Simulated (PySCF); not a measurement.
## Highest orbital energy against ionisation energy along group 13

Calculated with PySCF 2.14, no spin-orbit coupling. Each cell gives −ε(HOMO) / ΔSCF in eV; NIST values include spin-orbit coupling, (s) semi-empirical, (t) theoretical.

```
                                                            species              UHF              LDA              PBE             PBE0           r2SCAN  NIST (lowest levels)
                                B²⁺ (def2-QZVPPD, non-relativistic)  37.823 / 37.819  32.359 / 37.899  32.656 / 38.290  34.055 / 38.231  32.910 / 37.862                37.931
                               Al²⁺ (def2-QZVPPD, non-relativistic)  28.062 / 28.040  24.545 / 28.825  24.440 / 28.823  25.457 / 28.685  24.643 / 28.387                28.448
                               Ga²⁺ (def2-QZVPPD, non-relativistic)  29.292 / 29.190  26.563 / 31.379  26.233 / 31.067  27.142 / 30.684  26.599 / 30.791                30.726
In²⁺ (def2-QZVPPD with the def2 core potential (28 electrons), ECP)  26.767 / 26.622  24.640 / 29.095  24.232 / 28.671  25.042 / 28.286  24.494 / 28.380                28.044
Tl²⁺ (def2-QZVPPD with the def2 core potential (60 electrons), ECP)  28.414 / 28.160  26.150 / 30.766  25.747 / 30.310  26.637 / 29.961  26.016 / 30.125                29.852
```

How far is −ε(HOMO) from ΔSCF on average for each method, and why?

UHF 0.11 eV; LDA -4.74 eV; PBE -4.77 eV; PBE0 -3.50 eV; r2SCAN -4.18 eV. Hartree-Fock orbital energies lack relaxation and so exceed the ΔSCF value; semilocal functionals have convex E(N) from self-interaction, so their HOMO lies far too high; exact exchange moves hybrids part of the way back.
